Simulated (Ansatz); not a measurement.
Consider the atomization: `C[Si](N)(Cl)Cl` → C• + 2 Cl• + 5 H• + N• + Si•.

Computed with Ansatz on PBE0-D4/def2-TZVP structures; ΔE is electronic, products minus reactants. CCSD(T)/CBS adds triple-zeta CCSD(T) − MP2 to the extrapolated MP2 energy (def2 sets, frozen cores). This one scheme is used for every species, atoms too. Functionals use def2-TZVPP. No spin–orbit coupling; open shells (•) take unrestricted orbitals. Spin–orbit coupling would lower the free atoms: a little for C, Cl, Si. Each species was taken in one conformer, which may not be the lowest.

`C[Si](N)(Cl)Cl`:

Z-matrix (Å, degrees):
```
C
Si 1 1.845
H 1 1.091 2 110.4
H 1 1.093 2 110.3 3 -119.4
H 1 1.092 2 110.1 3 120.6
N 2 1.698 1 111.6 3 179.5
Cl 2 2.049 1 111.5 3 -61.9
Cl 2 2.066 1 107.5 3 54.3
H 6 1.008 2 119.7 1 -54.0
H 6 1.008 2 119.6 1 162.4
```

```tsv
level	ΔE (kJ/mol)
LDA (SPW92)	4092.6
PBE	3633.4
BLYP	3520.8
CCSD(T)/def2-TZVPP	3504.3
```

(1) What does CCSD(T)/CBS give? (Estimate.)

Largest T1 diagnostic among the species: 0.012.

Answers

(1) The calculation gave: +3617.6 kJ/mol. The listed levels differ from it by 475.0, 15.8, -96.8, -113.3 kJ/mol.

From BLYP to BHLYP (50 % exact exchange), in def2-TZVPP and without D4, ΔE moves by −38.6 kJ/mol: exact exchange takes away binding that semilocal exchange gives to molecules. The D4 term adds +45.6 kJ/mol with B3LYP and +23.9 kJ/mol with PBE0; it sums over pairs of atoms, weighted by their polarisabilities, and B3LYP, whose exchange is more repulsive, gets the larger term. At CCSD(T), def2-SVP lies −281.8 kJ/mol from the extrapolated value and def2-TZVPP −113.3 kJ/mol: correlation converges slowly with the basis, and small sets miss more of it in the bonded molecule than in its fragments.

B3LYP here is the variant with VWN-RPA as its local correlation; programs differ in this.

For atomizations the MP2-based limit and the directly extrapolated one differ by several kJ/mol either way, and by 10 to 25 for some Ge, Se and Sn compounds, so smaller differences from it don't rank the levels.
